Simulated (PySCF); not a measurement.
Working out the excitation energy of F

F [He] 2s2 2p5 (2P) → F [He] 2s1 2p6 (2S). All numbers are calculated (PySCF 2.14, the spin-free X2C one-electron Hamiltonian (Gaussian nucleus), in aug-cc-pCVTZ-DK). Frozen: 1s2. Energies in hartree (1 hartree = 27.21139 eV):

```csv
part,F (lower),F (upper)
UHF,-99.493777,-98.612456
CCSD correlation,-0.221582,-0.328688
(T),-0.004604,-0.064196
```

Question: What does Hartree-Fock give?

Answer: (-98.612456) − (-99.493777) = 0.881321 hartree = 23.982 eV.

Question: What do CCSD and CCSD(T) give?

Answer: The CCSD correlation energies differ by -0.107106 hartree = -2.915 eV and the triples by -0.059592 hartree = -1.622 eV, so CCSD gives 21.067 eV and CCSD(T) 19.445 eV.

The upper state lies above the first ionisation limit, where it may autoionise and the basis confines it.

The coupled-cluster amplitudes are large, so a single reference is strained.
